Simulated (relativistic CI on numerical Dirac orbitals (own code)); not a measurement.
# Forbidden lines of Mo XXXIII

These numbers are calculated, not measured: Dirac-Coulomb-Breit CI, separate exchange-only KLI orbitals for each configuration, model QED (radiative potential, 1s self-energy scaled to tabulated hydrogen-like ionisation energies), unscaled Slater integrals (own radial code, finite nucleus).

CI space (outside the closed core 1s2): 2s2 2p6, 2s2 2p5 3s, 2s2 2p5 3p, 2s2 2p5 3d, 2s 2p6 3s, 2s 2p6 3p, 2s 2p6 3d, 2s2 2p5 4s, 2s2 2p5 4p, 2s2 2p5 4d, 2s2 2p5 4f, 2s 2p6 4s, 2s 2p6 4p, 2s 2p6 4d, 2s2 2p4 3s2, 2s 2p6 4f. Levels of other configurations are missing.

```csv
λ vac (Å),Lower,Upper,Type,A (s⁻¹),E lower (10³ cm⁻¹),E upper (10³ cm⁻¹)
4.2732,2s2 2p6 1S_0 [1],2s 2p6 3d 1D_2 [37],E2,3.13e+11,0.0,23401.5
4.2940,2s2 2p6 1S_0 [1],2s 2p6 3d 3D_2 [35],E2,1.66e+10,0.0,23288.4
4.8042,2s2 2p6 1S_0 [1],2s2 2p5 3p 3D_2 [23],E2,2.29e+10,0.0,20815.2
5.0103,2s2 2p6 1S_0 [1],2s2 2p5 3p 3P_2 [8],E2,2.03e+10,0.0,19959.0
5.0745,2s2 2p6 1S_0 [1],2s2 2p5 3p 3D_2 [5],E2,2.04e+10,0.0,19706.2
5.2184,2s2 2p6 1S_0 [1],2s2 2p5 3s 3P°_2 [2],M2,2.25e+07,0.0,19163.0
117.64,2s2 2p5 3s 1P°_1 [3],2s2 2p5 3s 3P°_0 [9],M1,1.17e+07,19195.5,20045.5
```

Terms are leading LS components. Brackets give the number of a level in order of energy, since labels repeat. The list gives strong lines, with weight on those to low levels, among the lowest 89 of 94 levels, so that lines to higher ones, which can be the strongest, are missing. Levels whose partners in the same complex of configurations lie outside the list can be far off, and so can their lines. Rates are taken at the computed energies, electric ones in the length gauge.

At this charge energies of transitions that change n are usually good to better than 1 %, and those within a shell (Δn = 0) to a few per cent.

LS names give the leading component of a level, which can be under half, so a name can repeat, a term be missing and a line seem to break the LS rules.
